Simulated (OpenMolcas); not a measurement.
W4+ (d2) among equal point charges was computed by CASSCF with the d shell active (OpenMolcas, ANO-RCC-VDZP on the metal). Its lowest spin-free states, and all those of the highest spin:

```tsv
2S+1	Degeneracy	E (cm-1)
3	1	0.0
3	3	9932
1	2	11691
3	3	15835
1	1	19721
1	3	21656
1	3	25320
3	3	25750
1	2	33909
1	3	34167
1	1	54367
```

Task: Is the site octahedral, tetrahedral or cube-like, axial, or of lower symmetry?

Result: The states with 2S+1 = 3 have orbital degeneracies 1, 3, 3, 3. Threefold states need a cubic site. For d2 at this spin an octahedron puts the threefold T1 below the threefold T2 and a tetrahedron or cube puts the single A2 below the threefold T2, so the site is a tetrahedron or a cube, which this pattern cannot tell apart. The first gap at this spin, 9930 cm-1, is |10Dq| in ligand-field theory. The run had W4+ among 8 point charges of -1.2 e arranged as a cube (Oh), 1.96 Å from the ion.

Without dynamic correlation the repulsion within the d shell is too large (B by tens of per cent), so at a given field states of lower spin stand too high. Point charges carry no covalency, so the field is a model and not that of real ligands. No measured value stands beside these numbers.
